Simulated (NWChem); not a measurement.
System: C2H5NOSi; SMILES [SiH3]/N=C/C=O

NWChem input:

```
start job
memory heap 200 mb stack 900 mb global 1100 mb
geometry units angstroms noautoz
  O      0.249221     2.931877     0.317277
  C     -0.319385     1.933460    -0.069071
  C      0.224395     0.551688     0.163880
  N     -0.419768    -0.455758    -0.266622
  Si     0.087014    -2.133344    -0.072321
  H     -1.280644     1.956014    -0.622275
  H      1.180323     0.522368     0.713643
  H     -0.988838    -2.837846     0.666922
  H      1.378539    -2.265737     0.665183
  H      0.221241    -2.715179    -1.430156
end
basis spherical
  O library def2-svp
  C library def2-svp
  N library def2-svp
  Si library def2-svp
  H library def2-svp
end
dft
  xc hfexch
  iterations 150
  mulliken
end
task dft energy
```

Excerpt of the output:

```
             Northwest Computational Chemistry Package (NWChem) 7.3.0
             --------------------------------------------------------

 CS  symmetry detected

                             Geometry "geometry" -> ""
                             -------------------------

 Output coordinates in angstroms (scale by  1.889725989 to convert to a.u.)

  No.       Tag          Charge          X              Y              Z
 ---- ---------------- ---------- -------------- -------------- --------------
    1 O                    8.0000     0.27481088    -2.94649843     0.00000000
    2 C                    6.0000    -0.37877278    -1.92559566     0.00000000
    3 C                    6.0000     0.25217087    -0.56134978     0.00000000
    4 N                    7.0000    -0.48859369     0.47136182     0.00000000
    5 Si                  14.0000     0.10039396     2.13327915     0.00000000
    6 H                    1.0000    -1.48800890    -1.91304795     0.00000000
    7 H                    1.0000     1.35528748    -0.56692685     0.00000000
    8 H                    1.0000    -0.44130355     2.79476078    -1.21213391
    9 H                    1.0000     1.59109341     2.21867237     0.00000000
   10 H                    1.0000    -0.44130355     2.79476078     1.21213391

 Effective nuclear repulsion energy (a.u.)     195.3267587999

      Symmetry information
      --------------------

 Group name             Cs
 Group number              2
 Group order               2
 No. of unique centers     9

  xc_inp: hfexch multiplicative factor not found.

                                 NWChem DFT Module
                                 -----------------

 Summary of "ao basis" -> "ao basis" (spherical)
 ------------------------------------------------------------------------------
       Tag                 Description            Shells   Functions and Types
 ---------------- ------------------------------  ------  ---------------------
 O                          def2-svp                 6       14   3s2p1d
 C                          def2-svp                 6       14   3s2p1d
 N                          def2-svp                 6       14   3s2p1d
 Si                         def2-svp                 8       18   4s3p1d
 H                          def2-svp                 3        5   2s1p

      Symmetry analysis of basis
      --------------------------

        a'         70
        a"         29

            General Information
            -------------------
          SCF calculation type: DFT
          Wavefunction type:  closed shell.
          No. of atoms     :    10
          No. of electrons :    46
           Alpha electrons :    23
            Beta electrons :    23
          Charge           :     0
          Spin multiplicity:     1
          Use of symmetry is: on ; symmetry adaption is: on
          Maximum number of iterations: 150
          AO basis - number of functions:    99
                     number of shells:    47
          Convergence on energy requested:  1.00D-06
          Convergence on density requested:  1.00D-05
          Convergence on gradient requested:  5.00D-04

              XC Information
              --------------
                     Hartree-Fock (Exact) Exchange  1.000

      Superposition of Atomic Density Guess
      -------------------------------------

 Sum of atomic energies:        -495.41989590

      Non-variational initial energy
      ------------------------------

 Total energy =    -497.627442
 1-e energy   =   -1068.534063
 2-e energy   =     375.579862
 HOMO         =      -0.280952
 LUMO         =      -0.114537

      Symmetry analysis of molecular orbitals - initial
      -------------------------------------------------

  Numbering of irreducible representations:

     1 a'          2 a"

  Orbital symmetries:

     1 a'          2 a'          3 a'          4 a'          5 a'
     6 a'          7 a'          8 a"          9 a'         10 a'
    11 a'         12 a'         13 a'         14 a'         15 a'
    16 a'         17 a"         18 a'         19 a"         20 a'
    21 a"         22 a'         23 a'         24 a"         25 a'
    26 a"         27 a'         28 a"         29 a'         30 a'
    31 a'         32 a'         33 a'

     ---------------------------------------------
      Total Density - Mulliken Population Analysis
     ---------------------------------------------

    Atom       Charge   Shell Charges
 -----------   ------   -------------------------------------------------------
    1 O    8     8.68   1.99  1.13  0.68  3.03  1.83  0.01
    2 C    6     5.36   1.99  0.95  0.26  1.56  0.52  0.08
    3 C    6     5.70   1.99  0.97  0.25  1.73  0.71  0.05
    4 N    7     7.66   1.99  1.08  0.55  2.44  1.57  0.02
    5 Si  14    13.41   2.00  1.99  0.98  0.26  5.94  1.09  0.97  0.17
    6 H    1     0.98   0.70  0.26  0.02
    7 H    1     0.96   0.69  0.25  0.02
    8 H    1     1.08   0.70  0.37  0.01
    9 H    1     1.09   0.70  0.38  0.01
   10 H    1     1.08   0.70  0.37  0.01

   convergence    iter        energy       DeltaE   RMS-Dens  Diis-err
 ---------------- ----- ----------------- --------- --------- ---------
 d= 0,ls=0.0,diis     1   -496.4933713326 -6.92D+02  9.43D-03  8.95D-01
 d= 0,ls=0.0,diis     2   -496.5641715551 -7.08D-02  4.66D-03  5.25D-01
 d= 0,ls=0.0,diis     3   -496.6146136396 -5.04D-02  1.26D-03  8.97D-03
 d= 0,ls=0.0,diis     4   -496.6168565727 -2.24D-03  4.53D-04  8.12D-04
 d= 0,ls=0.0,diis     5   -496.6170478937 -1.91D-04  1.90D-04  1.77D-04
  Resetting Diis
 d= 0,ls=0.0,diis     6   -496.6170912699 -4.34D-05  1.28D-04  4.73D-05
 d= 0,ls=0.0,diis     7   -496.6171033981 -1.21D-05  2.03D-05  3.22D-06
 d= 0,ls=0.0,diis     8   -496.6171040396 -6.42D-07  7.55D-06  7.27D-07

         Total DFT energy =     -496.617104039638
      One electron energy =    -1070.857265145143
           Coulomb energy =      426.203905762024
    Exchange-Corr. energy =      -47.290503456455
 Nuclear repulsion energy =      195.326758799937

 Numeric. integr. density =        0.000000000000

                  Occupations of the irreducible representations
                  ----------------------------------------------

                     irrep           alpha         beta
                     --------     --------     --------
                     a'               19.0         19.0
                     a"                4.0          4.0

                       DFT Final Molecular Orbital Analysis
                       ------------------------------------

 Vector   21  Occ=2.000000D+00  E=-4.651208D-01  Symmetry=a'
              MO Center=  7.8D-02, -7.4D-01,  5.2D-15, r^2= 6.2D+00
   Bfn.  Coefficient  Atom+Function         Bfn.  Coefficient  Atom+Function
  ----- ------------  ---------------      ----- ------------  ---------------
     4      0.370022   1 O  px                7      0.279379   1 O  px
    46     -0.261198   4 N  px               49      0.209183   4 N  px
     5      0.208083   1 O  py               90     -0.203686   9 H  s
    31     -0.202225   3 C  s                75      0.192897   6 H  s
    33      0.189900   3 C  py                8      0.167667   1 O  py

 Vector   22  Occ=2.000000D+00  E=-4.500353D-01  Symmetry=a"
              MO Center= -1.7D-01,  5.2D-01, -1.4D-14, r^2= 4.5D+00
   Bfn.  Coefficient  Atom+Function         Bfn.  Coefficient  Atom+Function
  ----- ------------  ---------------      ----- ------------  ---------------
    48      0.322343   4 N  pz               34     -0.284167   3 C  pz
    51     -0.264139   4 N  pz               37     -0.222595   3 C  pz
     6      0.204966   1 O  pz               85     -0.194919   8 H  s
    95      0.194919  10 H  s                 9      0.160059   1 O  pz
    66      0.148507   5 Si pz               86     -0.147832   8 H  s

 Vector   23  Occ=2.000000D+00  E=-4.126841D-01  Symmetry=a'
              MO Center= -1.5D-01, -4.3D-01, -1.2D-16, r^2= 3.5D+00
   Bfn.  Coefficient  Atom+Function         Bfn.  Coefficient  Atom+Function
  ----- ------------  ---------------      ----- ------------  ---------------
    46      0.375044   4 N  px               49     -0.319782   4 N  px
     4      0.208825   1 O  px               80      0.192006   7 H  s
    45      0.179040   4 N  s                 5      0.177539   1 O  py
     7      0.169064   1 O  px               19     -0.164960   2 C  py
    47      0.162668   4 N  py               32      0.157212   3 C  px

 Vector   24  Occ=0.000000D+00  E= 5.561865D-02  Symmetry=a"
              MO Center= -1.0D-01, -8.2D-01, -7.2D-16, r^2= 3.6D+00
   Bfn.  Coefficient  Atom+Function         Bfn.  Coefficient  Atom+Function
  ----- ------------  ---------------      ----- ------------  ---------------
    51     -0.388945   4 N  pz               37      0.383154   3 C  pz
     9     -0.334849   1 O  pz               23      0.310271   2 C  pz
    69     -0.301192   5 Si pz               48      0.288648   4 N  pz
     6     -0.279553   1 O  pz               34      0.272863   3 C  pz
    20      0.253677   2 C  pz               86     -0.248237   8 H  s

 Vector   25  Occ=0.000000D+00  E= 1.489953D-01  Symmetry=a'
              MO Center=  4.0D-01,  2.1D+00, -3.0D-16, r^2= 4.3D+00
   Bfn.  Coefficient  Atom+Function         Bfn.  Coefficient  Atom+Function
  ----- ------------  ---------------      ----- ------------  ---------------
    68      1.390510   5 Si py               45      1.018303   4 N  s
    81     -0.593652   7 H  s                86     -0.509504   8 H  s
    96     -0.509504  10 H  s                35      0.467666   3 C  px
    50      0.210053   4 N  py               31      0.208670   3 C  s
    91     -0.201451   9 H  s                67      0.158114   5 Si px

 Vector   26  Occ=0.000000D+00  E= 1.947190D-01  Symmetry=a'
              MO Center=  1.7D-01,  2.1D+00, -1.6D-16, r^2= 4.7D+00
   Bfn.  Coefficient  Atom+Function         Bfn.  Coefficient  Atom+Function
  ----- ------------  ---------------      ----- ------------  ---------------
    91     -1.725686   9 H  s                67      1.717052   5 Si px
    17     -0.647675   2 C  s                60      0.645733   5 Si s
    31      0.412970   3 C  s                76      0.401130   6 H  s
    86      0.398997   8 H  s                96      0.398997  10 H  s
    36     -0.310328   3 C  py               68     -0.270438   5 Si py

     ---------------------------------------------
      Total Density - Mulliken Population Analysis
     ---------------------------------------------

    Atom       Charge   Shell Charges
 -----------   ------   -------------------------------------------------------
    1 O    8     8.34   1.99  1.09  0.71  2.78  1.75  0.02
    2 C    6     5.69   1.99  0.93  0.21  1.89  0.56  0.10
    3 C    6     5.94   1.99  0.92  0.25  1.95  0.76  0.07
    4 N    7     7.50   1.99  1.01  0.62  2.31  1.55  0.02
    5 Si  14    13.21   2.00  1.99  0.93  0.13  5.94  1.21  0.74  0.27
    6 H    1     0.95   0.76  0.17  0.02
    7 H    1     0.94   0.75  0.16  0.02
    8 H    1     1.14   0.75  0.39  0.01
    9 H    1     1.16   0.75  0.40  0.01
   10 H    1     1.14   0.75  0.39  0.01

     -------------------------------------------
      Total Density - Lowdin Population Analysis
     -------------------------------------------

    Atom       Charge   Shell Charges
 -----------   ------   -------------------------------------------------------
    1 O    8     8.19   1.98  0.93  0.65  2.66  1.94  0.03
    2 C    6     5.83   1.97  0.62  0.31  1.72  1.00  0.21
    3 C    6     5.95   1.97  0.61  0.31  1.79  1.12  0.15
    4 N    7     7.27   1.97  0.80  0.50  2.18  1.77  0.04
    5 Si  14    13.41   2.00  1.93  0.61  0.33  5.83  1.23  1.08  0.39
    6 H    1     0.99   0.65  0.27  0.06
    7 H    1     0.99   0.65  0.27  0.07
    8 H    1     1.12   0.66  0.44  0.02
    9 H    1     1.13   0.66  0.45  0.02
   10 H    1     1.12   0.66  0.44  0.02

     Multipole analysis of the density
     ---------------------------------

     L   x y z        total         alpha         beta         nuclear
     -   - - -        -----         -----         ----         -------
     0   0 0 0     -0.000000    -23.000000    -23.000000     46.000000

     1   1 0 0      0.076482      0.038241      0.038241     -0.000000
     1   0 1 0      0.882447      0.441223      0.441223      0.000000
     1   0 0 1      0.000000      0.000000      0.000000      0.000000

     2   2 0 0    -28.544747    -33.253910    -33.253910     37.963072
     2   1 1 0      2.764539     -1.433431     -1.433431      5.631400
     2   1 0 1      0.000000      0.000000      0.000000      0.000000
     2   0 2 0    -34.910894   -344.896424   -344.896424    654.881954
     2   0 1 1      0.000000      0.000000      0.000000      0.000000
     2   0 0 2    -28.166710    -19.330208    -19.330208     10.493705
```

Level: Hartree-Fock/def2-SVP. The geometry was optimised at B3LYP/6-31G* (spherical d).
